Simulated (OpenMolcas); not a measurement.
**Mn⁺: effect of the IPEA shift**

```
Program             : OpenMolcas
Basis               : ANO-RCC-VTZP [6s5p3d2f1g]
Scalar Hamiltonian  : DKH2, point nucleus
Active space        : 6 electrons in 6 orbitals (3d 4s)
State averaging     : 2S+1 = 7 even, 1 root; 2S+1 = 5 even, 18 roots; 2S+1 = 3 even, 9 roots
Spin-orbit coupling : state interaction with AMFI integrals over the reference wave functions, term energies averaged over their components
```

Methods on the same reference wave functions:
A. CASSCF
B. SS-CASPT2, IPEA 0 Eh, imaginary shift 0.1 Eh (closed shells correlated: 3s 3p)
C. SS-CASPT2, IPEA 0.25 Eh, imaginary shift 0.1 Eh (closed shells correlated: 3s 3p)

Energies in cm-1 above 3d5 4s 7S3, the measured ground level; measured values from NIST Handbook of Basic Atomic Spectroscopic Data.

| Level | A | B | C | Measured |
| --- | --- | --- | --- | --- |
| 3d5 4s 7S3 | 0.0 | 0.0 | 0.0 | 0.0 |
| 3d5 4s 5S2 | 12513 | 7480 | 8300 | 9473 |
| 3d5 4s 5G4 | 33455 | 28850 | 29060 | 27584 |
| 3d5 4s 5G5 | 33455 | 28850 | 29060 | 27571 |
| 3d5 4s 5G3 | 33455 | 28850 | 29060 | 27588 |
| 3d5 4s 5G2 | 33455 | 28850 | 29060 | 27589 |
| 3d5 4s 5G6 | 33455 | 28850 | 29060 | 27547 |

Deviations, from unrounded energies. A percentage is the sum of absolute deviations over the sum of measured energies, with the sign that they share, or ± where signs differ.

```json
{"Against measurement": "mean absolute deviation (cm-1)", "Levels": "6", "A": "5400", "B": "1400", "C": "1400"}
{"Against measurement": "other terms of the ground configuration (%)", "Levels": "6", "A": "+22.0", "B": "±5.7", "C": "±5.8"}
```

B, C lie about equally close to measurement and A furthest from it. The largest miss of B in the table is 3d5 4s 5S2, by -2000 cm-1. The ranking rests on the paired levels alone, and a cruder setting can come out closer through cancelling errors.

Between B and C the level of the table that moves most is 3d5 4s 5S2, by 820 cm-1 (lowest in B, highest in C). Moves below CASPT2's spread within the term are not significant.

The mean deviations of B to C differ by less than CASPT2's widest spread within a term (60 cm-1), so their order carries little weight.

From A to B the spin-free energies of the other terms of 3d5 4s shown, above 7S, scale by factors of 0.60 to 0.86.

The lowest spin-free term lies below A's lowest term by 0.463 hartree in B, 0.448 hartree in C.

CASPT2 does not keep the components of a term degenerate, so their means are used; among the terms shown or strongly mixed into the levels shown the widest spread is 60 cm-1 (3d5 4s 5G, C). No level of 3d6 was computed, though it lies in the active space. Without dynamic correlation excited terms often stand tens of per cent too high (terms of higher spin than the ground term too low), and those without a measured partner can miss by more than the paired ones (holds for A). Some terms miss by over 15 % even with CASPT2, which points to a basis or an active space too small for the shells correlated (holds for B). Measured partners are found by configuration, term and J. A level has none where our copy of the source lacks it or the pairing is in doubt (some pairs that miss far off the trend of their configuration count as doubtful), and it then counts in no deviation. Levels of configurations outside the active space are missing. Levels that lie high or do not pair safely by name in every column are left out.
